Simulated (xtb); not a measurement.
Mg(Me)(OH) (CH4MgO), SMILES [CH3][Mg][OH]. All values are semi-empirical tight-binding results from xtb (GFN2-xTB unless named), good for trends rather than for accurate numbers. Coordinates come from a GFN2-xTB optimisation. The values are those of a single conformer.

Optimised geometry:

```xyz
7

Mg     0.1059    -0.3786    -0.3226
C     -0.2952     1.5879    -0.8240
H     -1.0578     1.9555    -0.1487
H     -0.6438     1.6537    -1.8473
H      0.6081     2.1736    -0.7038
O      0.1742    -1.1520     1.1837
H      0.2004    -1.5509     2.0448
```

For metal compounds this method's bond lengths and energies can be far off.

Computed properties:
```json
{
 "orbital_gap": "3.20 eV",
 "zero_point_energy": "28.8 kcal/mol",
 "G − E(el) at 298.15 K (modified RRHO)": "10.8 kcal/mol"
}
```

Give the atomic charges and the Wiberg bond orders between heavy atoms. (The exact figures need the calculation; the answer reports its results.)

charges (e) Mg1 0.37, C2 -0.19, H3 0.06, H4 0.04, H5 0.05, O6 -0.61, H7 0.27. Bond orders Mg1–C2 0.98, Mg1–O6 1.07.
